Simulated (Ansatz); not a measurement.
Coupled-cluster run, C$_{4}$H$_{7}$AlO, SMILES `C#CO[CH2][AlH][CH3]`.

```yaml
crystal:
  periodic: [false, false, false]
  atoms:
    - {symbol: C, position_ang: [-1.202484, -1.505198, -0.663707]}
    - {symbol: C, position_ang: [-0.178688, -1.336513, -1.296874]}
    - {symbol: O, position_ang: [0.953820, -1.039653, -1.789315]}
    - {symbol: C, position_ang: [1.622495, -0.227124, -0.698596]}
    - {symbol: Al, position_ang: [0.164305, -0.138166, 0.741964]}
    - {symbol: C, position_ang: [-0.843491, 1.532360, 0.884998]}
    - {symbol: H, position_ang: [-2.155532, -1.796882, -0.288803]}
    - {symbol: H, position_ang: [2.531557, -0.779760, -0.458857]}
    - {symbol: H, position_ang: [1.897278, 0.709811, -1.185053]}
    - {symbol: H, position_ang: [0.362536, -1.096208, 1.998466]}
    - {symbol: H, position_ang: [-1.057091, 1.973156, -0.093022]}
    - {symbol: H, position_ang: [-1.796810, 1.394821, 1.403973]}
    - {symbol: H, position_ang: [-0.277295, 2.274653, 1.459625]}
basis:
  gaussian: {orbitals: def2-TZVPP}
correlation: {method: ccsd_t}
```

```sh
$ ansatz run in.yaml --threads 4 --pin off --events-out ev --progress --plain --max-ram 10444MiB
```

Output of Ansatz, abridged:

```
Functional definition: HF
1748 factors; integrals over basis functions are off by at most 1.2e-3 eV
mean field evaluation 1: about -12848.3061 eV, gradient 3.8e1 eV
mean field evaluation 2: about -12848.6577 eV, gradient 3.9e1 eV
mean field evaluation 4: about -12852.5450 eV, gradient 4.3e0 eV
mean field evaluation 8: about -12852.6126 eV, gradient 2.9e-1 eV
mean field -12852.61298642 eV, -472.3248154369 hartree, gradient 4.3e-6 eV, S^2 0.000000; 0 other end points of the search recorded, 0 dependent functions left out
10 core orbitals not correlated: weight in the atoms' cores, before any rotation towards them, 1.000 or more for the frozen orbitals, at most 0.000 for the correlated occupied ones
reference -12852.61298642 eV, -472.3248154369 hartree; 16, 16 occupied and 269, 269 virtual orbitals, 1748 factors
second order -26.31510609 eV of doubles, -0.00000000 eV of singles
cycle   1  -26.52322402 eV  change   -2.1e-1 eV  update   1.2e-1
cycle   2  -27.22581447 eV  change   -7.0e-1 eV  update   3.9e-2
cycle   3  -27.39846722 eV  change   -1.7e-1 eV  update   1.9e-2
cycle   4  -27.39194998 eV  change    6.5e-3 eV  update   5.3e-3
cycle   5  -27.39104798 eV  change    9.0e-4 eV  update   2.3e-3
cycle   6  -27.39230306 eV  change   -1.3e-3 eV  update   8.4e-4
cycle   7  -27.39191128 eV  change    3.9e-4 eV  update   3.1e-4
cycle   8  -27.39188121 eV  change    3.0e-5 eV  update   1.2e-4
cycle   9  -27.39191539 eV  change   -3.4e-5 eV  update   4.0e-5
perturbative correction -1.24853066 eV, -0.0458826555 hartree
Total energy: -12881.25343247 eV, -473.3773324161 hartree
```

Hardware: 4 threads of an Arm Neoverse V1 on a shared host. Wall time 17 min, peak host memory 3.8 GiB.

MP2 recovers 91.9 % of the CCSD(T) correlation energy and the triples give 4.4 %; T1 = 0.0128.
